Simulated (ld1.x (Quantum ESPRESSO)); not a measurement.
## indium (In): excitation energies, all-electron against TM

In, norm-conserving Troullier–Martins (Kleinman–Bylander form), made with ld1.x (Quantum ESPRESSO) 7.5 (LDA (PZ), non-relativistic). Core [Kr] 4d10, reference 5s2 5p1. Waves: 5s (bound): rc 2.20 bohr; 5p (bound): rc 2.60 bohr; 5d channel at 0.1 Ry: rc 2.45 bohr. Local part: the d channel. Core correction: Bessel-smoothed model core inside 1.05 bohr.

Energies are relative to the spin-unpolarised reference configuration 5s2 5p1; without spin polarisation the order of configurations can differ from experiment. Spin-polarised rows fill each open shell by Hund’s rule, majority spin first. Not all tests gave a result: 3 of 9 tests not solved or not reliable. Left out of the table: 5s1 5p0 (solver errors, printed error -2.7 eV); 5s1 5p1 (solver errors, printed error -14.5 eV); 5s1 5p0 (spin-polarised) (solver errors, printed error -2.9 eV). The frozen-core shift is the all-electron ΔE with the core orbitals held at their reference shape minus the fully relaxed ΔE.

| valence configuration | charge | ΔE all-electron (eV) | error AE − PS (meV) | frozen-core shift (meV) |
| --- | --- | --- | --- | --- |
| 5s2 5p0 | +1 | 5.656 | -7.4 | +13 |
| 5s1 5p2 | 0 | 5.254 | -13 | +13 |
| 5s2 5p1.3 | -0.3 | -0.604 | -0.2 | +0.2 |
| 5s0 5p3 | 0 | 10.730 | -58 | +52 |
| 5s2 5p1 (spin-polarised) | 0 | -0.115 | -0.7 | +1.2 |

Q: What are ΔE and the potential's error for 5s2 5p0.5?

A: ΔE = 2.080 eV all-electron; the error (AE − PS) is -1.2 meV.

Levels in the configuration 5s2 5p1.3:

| level | all-electron (eV) | pseudo (eV) |
| --- | --- | --- |
| 5s | -6.216 | -6.213 |
| 5p | -1.280 | -1.279 |

Note: ghost states, extra bound levels that the all-electron valence spectrum of the same l lacks: s at -275.4 eV, p at -127.7 eV. A true bound ghost makes a file unfit for plane-wave use.
